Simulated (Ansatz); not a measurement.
A nudged elastic band was laid between two geometries of CH$_{8}$AlBO$_{2}$Si$_{2}$ (15 atoms, charge 0, multiplicity 1).

These are results of Ansatz 0.2.0, RKS LDA/STO-3G, not measurements.

```json
{
  "movable images": "9",
  "climbing image": "yes",
  "spring": "5.0 eV/Å²",
  "optimiser": "quadratic models (default)",
  "start path": "through a guess of the saddle point",
  "force threshold": "0.03 eV/Å",
  "iteration limit": "40",
  "end points": "relaxation not finished"
}
```

First end point:

```xyz
15
Properties=species:S:1:pos:R:3
O -0.784 -0.124 3.289
Al 0.633 0.084 2.382
O 0.393 -0.117 0.705
Si 1.505 0.117 -0.576
B 0.836 1.059 -2.042
C 0.094 -0.215 -1.840
Si -1.290 -0.252 -0.496
H -1.510 -0.297 2.583
H 1.970 0.380 2.984
H 2.723 -0.659 -0.352
H 1.174 1.720 -2.947
H -0.168 -0.882 -2.675
H -2.370 -0.356 -1.479
H -1.706 0.955 0.210
H -1.522 -1.464 0.281
```

Last end point:

```xyz
15
Properties=species:S:1:pos:R:3
O 0.749 0.884 3.326
Al 0.759 0.210 1.769
O 0.899 -1.496 1.467
Si 1.257 -0.940 -0.161
B 0.454 0.965 -0.176
C 0.024 -0.219 -1.273
Si -1.750 -0.737 -1.275
H 0.652 1.895 3.169
H -0.533 1.315 0.394
H 2.637 -1.085 -0.608
H 1.123 1.846 -0.537
H 0.433 -0.052 -2.277
H -2.594 0.306 -1.825
H -2.172 -0.997 0.088
H -1.959 -1.946 -2.051
```

(1) Which bonds break or form, and what moves?

(2) What energy profile does the band end with?

Results:

(1) Bonds broken: Al2–H9. Bonds formed: Al2–B5, B5–H9. The dihedral H8–O1–Al2–O3 goes from -2 to -180°.

(2) The run ended unconverged. The highest image is number 6 of 0 to 10, 7.6 kcal/mol above the first end and 46.4 kcal/mol above the last; the last end lies 38.9 kcal/mol below the first. The band didn't meet its force threshold, so its energies are provisional: the largest band force was still 0.12 eV/Å, and over the last iterations the top stayed at 0.33 eV. Neighbouring images lie up to 1.6 Å apart, so the band is torn or far too coarse. The end points aren't both relaxed to the band's threshold either. Inner images lie below an end point, which means an intermediate or an end that isn't the lowest structure nearby. The orbitals stay closed-shell, which can raise the energy where a bond breaks towards radicals; this wasn't checked here. Limits of this set-up: minimal basis.

```tsv
image	path coordinate (Å)	energy (kcal/mol)	Al2–H9 (Å)	Al2–B5 (Å)	B5–H9 (Å)	dihedral H8–O1–Al2–O3 (°)
0	0.00	0.0	1.50	4.53	5.20	-2
1	1.05	0.5	1.50	4.32	4.73	-1
2	2.10	1.7	1.50	4.17	4.38	0
3	3.15	1.0	1.50	3.92	3.96	-6
4	4.20	-1.4	1.50	3.77	3.70	-10
5	5.24	-1.5	1.50	3.63	3.36	-6
6	6.29	7.6	1.51	3.62	3.24	83
7	7.92	-0.2	1.53	3.14	2.46	166
8	9.54	-27.1	1.80	2.43	1.27	179
9	11.17	-37.3	2.26	2.12	1.19	-175
10	12.79	-38.9	2.19	2.11	1.19	-180
```

The run took 33 min on 1 thread of Arm Neoverse N1, with other jobs on the host, peak memory 0.14 GiB.
